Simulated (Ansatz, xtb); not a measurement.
# C6H3N3: 6 structures ranked

6 gas-phase structures of C6H3N3, from a drawn sample of its isomers (lower ones may exist). Each was relaxed with GFN2-xTB:

A. `C#Cc1n[nH]cc1C#N`, a singlet
B. `N#CCC=C(C#N)C#N`, a singlet
C. `C#Cc1nnc(C#C)[nH]1`, a singlet
D. `N#CC1=C(C#N)N=CC1`, a singlet
E. `N#CC#Cn1cccn1`, a singlet
F. `C#Cc1cc(C#N)n[nH]1`, a singlet

Question: Estimate their order in r2SCAN-D4/def2-SVP energy at these geometries, lowest first.

Answer: Calculated order at r2SCAN-D4/def2-SVP: D (0.0), B (13.6), A (18.2), F (18.4), E (29.3), C (55.8) kcal/mol. Less than 1 kcal/mol parts A and F, so the order within that pair means little.

Energies above the lowest of each column, in kcal/mol; the last columns are at B3LYP/def2-SVP geometries and were run for some of them only (a dash: not run or not comparable):

```csv
structure,GFN2-xTB,HF/STO-3G,r2SCAN-D4/def2-SVP,B3LYP/def2-SVP,CCSD(T)/def2-SVP + ΔMP2/def2-TZVPP
D,0.0,0.0,0.0,0.0,0.0
B,22.9,7.9,13.6,7.5,3.0
A,5.4,33.2,18.2,19.1,–
F,5.4,33.5,18.4,19.0,24.3
E,2.4,42.2,29.3,–,–
C,22.0,77.6,55.8,–,–
```

Every level run on D puts it lowest or level with the lowest. Flexible structures stand in one conformer each, not always the lowest. Frequencies (GFN2-xTB) were run for B, D, F alone. ΔMP2 is the change of the MP2 energy from the smaller to the larger basis.

Over these structures GFN2-xTB departs from r2SCAN-D4/def2-SVP by 11.7 kcal/mol on average once a common shift is removed. A GFN2-xTB relaxation took about 0.075 s and the r2SCAN-D4/def2-SVP energy about 2.2 s on a shared host (Ansatz 0.2.0, xtb 6.7.1).
